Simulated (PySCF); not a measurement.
**Complete the spectrum of Si(CCH)2Me2**

Compound: Si(CCH)2Me2, C6H8Si.
Bonds: Si1–C2, Si1–C5, Si1–C8, Si1–C12, C2–C3, C5–C6. Hydrogens: H4 on C3; H7 on C6; H9, H10, H11 on C8; H13, H14, H15 on C12.

Computed with TDDFT PBE0/def2-SVPD, vertical, gas phase, core orbitals frozen in the response in PySCF. Geometry: PBE0-D3(BJ)/def2-SVP; no solvent, vibrations or thermal averaging.

Orbital energies (eV): HOMO-3 -8.34, HOMO-2 -8.20, HOMO-1 -8.01, HOMO -7.92, LUMO -0.24, LUMO+1 -0.13, LUMO+2 0.67.

Lowest singlets, with some entries withheld (?).

| state | E (eV) | f | main configurations (H = HOMO, L = LUMO) |
| --- | --- | --- | --- |
| S1 | 5.97 | 0.0021 | H→L (74%), H-2→L+4 (11%) |
| S2 | 6.00 | 0.0000 | H-1→L+1 (41%), H-2→L (39%), H→L+4 (9%) |
| S3 | 6.21 | 0.0059 | H-1→L (52%), H-2→L+1 (32%), H→L+3 (10%) |
| S4 | 6.22 | 0.0000 | H-1→L+1 (43%), H-2→L (41%) |
| S5 | 6.31 | 0.0081 | H→L+1 (47%), H-3→L (33%), H-1→L+4 (9%) |
| S6 | ? | 0.0059 | H-3→L+1 (58%), H-1→L+3 (28%), H→L (11%) |
| S7 | ? | 0.114 | H→L+1 (39%), H-3→L (35%), H-2→L+3 (20%) |
| S8 | ? | 0.076 | H-2→L+1 (50%), H→L+3 (26%), H-1→L (16%) |
| S9 | ? | 0.012 | H-2→L+4 (34%), H-1→L+3 (20%), H-3→L+1 (15%) |
| S10 | ? | 0.0002 | H→L+4 (80%), H-2→L (17%) |

**Question.** What stands in place of each question mark?

**Answer.** 
- S6: E = 6.38 eV
- S7: E = 7.30 eV
- S8: E = 7.37 eV
- S9: E = 7.45 eV
- S10: E = 7.46 eV

**Question.** Where do the lowest triplets lie (Tamm–Dancoff)?

**Answer.** T1 4.81 eV, H-1→L (46%), H-2→L+1 (21%), H-3→L+4 (13%); T2 4.86 eV, H→L+1 (30%), H-3→L (26%), H-2→L+3 (19%); T3 5.31 eV, H-2→L+1 (39%), H-1→L (28%), H→L+3 (20%); T4 5.31 eV, H-2→L (35%), H-1→L+1 (35%), H-3→L+3 (12%). E(S1) − E(T1) = +1.16 eV.

**Question.** What is the mean static polarisability from the same response equations?

**Answer.** 93.8 au (13.90 Å³), with principal values 79.3, 93.1 and 109.0 au.

**Question.** What is the vertical ionisation energy by ΔSCF at this level?

**Answer.** 9.65 eV; −ε(HOMO) is 7.92 eV.

Time: 5.0 min of wall time (with the writing of density and orbital grids); peak memory 1.0 GiB. Hardware: one thread, AMD EPYC (x86_64), shared host with 64 logical CPUs at a one-minute load of 60.
